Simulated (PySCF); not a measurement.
O2S2, SMILES O=[S][S]=O (connectivity only; charge and spin as stated), neutral, multiplicity 1.

The structure is a stationary point at PBE0-D3(BJ)/def2-SVP. One conformer was computed; it need not be the lowest.

Two levels are set side by side: PBE/def2-TZVPD (PySCF) and r2SCAN/def2-TZVPD (PySCF). Same geometry, gas phase. Differences are taken from unrounded values.

| quantity | r2SCAN | PBE | PBE minus r2SCAN |
|---|---|---|---|
| orbital gap (eV) | 2.30 | 2.12 | -0.17 |
| highest occupied level (eV) | -6.98 | -6.75 | 0.23 |
| lowest empty level (eV) | -4.68 | -4.63 | 0.05 |
| dipole moment (D) | 3.10 | 3.00 | -0.10 |
| mean polarisability (bohr³) | 52.0 | 53.3 | 1.3 |

Rough cost on one machine, each run with all the roots and properties that it gave: r2SCAN against PBE about 4 times.
